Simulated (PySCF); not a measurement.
C6H18BN3, SMILES CN(C)B(N(C)C)N(C)C.

Coordinates come from a PBE0-D3(BJ)/def2-SVP optimisation. The isomer is the one that the SMILES or the coordinates give; other isomers of the formula were not compared. The values are those of a single conformer.

Level of theory: CAM-B3LYP/def2-SVP (PySCF).

Gas-phase values at a fixed geometry.

```yaml
total_energy: -428.10566 hartree
point_group: D3
highest_occupied_level: -7.06 eV
lowest_empty_level: 2.34 eV
orbital_gap: 9.40 eV
dipole_moment: 0.00 D
quadrupole, principal values (traceless, Buckingham form, about the centre of nuclear charge): -1.47, 0.74, 0.74 D·Å
mean_static_polarisability: 102.4 bohr³ (15.18 Å³)
polarisability_principal_values: 82.5, 112.4, 112.4 bohr³
```
